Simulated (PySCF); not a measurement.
**Ionisation energy of Te²⁷⁺ by level of theory**

Te²⁷⁺ [Ar] 3d7 [3d3/2^4 3d5/2^3, M_J = 9/2] → Te²⁸⁺ [Ar] 3d6 [3d3/2^4 3d5/2^2, M_J = 4], as a difference of total energies. All numbers are calculated (PySCF 2.14, the two-component X2C-1e Hamiltonian, in an uncontracted even-tempered set (16 s from 4 bohr⁻², ratio 2.8; 12 p from 5.2 bohr⁻², ratio 2.8; 8 d from 5.2 bohr⁻², ratio 2.8; 3 f from 20 bohr⁻², ratio 3)). Correlated levels: [Ne] frozen; the 74 highest virtual spinors dropped. "Screened" scales the spin-orbit matrix elements by Boettger's factors to mimic the two-electron term; Breit and QED terms are absent.

```
                    method  ionisation energy (eV)
           GHF (spin-free)                  1538.3
          GMP2 (spin-free)                  1539.4
 GHF (screened spin-orbit)                  1538.9
GMP2 (screened spin-orbit)                  1539.7
```

Breit and QED terms and the two-electron picture change are absent.

The spin-free rows relax to the high-spin LS determinant and lack the spin-orbit shift.

The labels give the starting determinants; with spin-orbit coupling the two ends relaxed to ⟨J²⟩ = 24.75, ⟨L²⟩ = 13.88, ⟨S²⟩ = 3.11 and ⟨J²⟩ = 20.04, ⟨L²⟩ = 8.03, ⟨S²⟩ = 4.83.

For comparison: 1538 ± 4 eV (theoretical estimate listed by NIST; NIST Atomic Spectra Database, ionization energies).
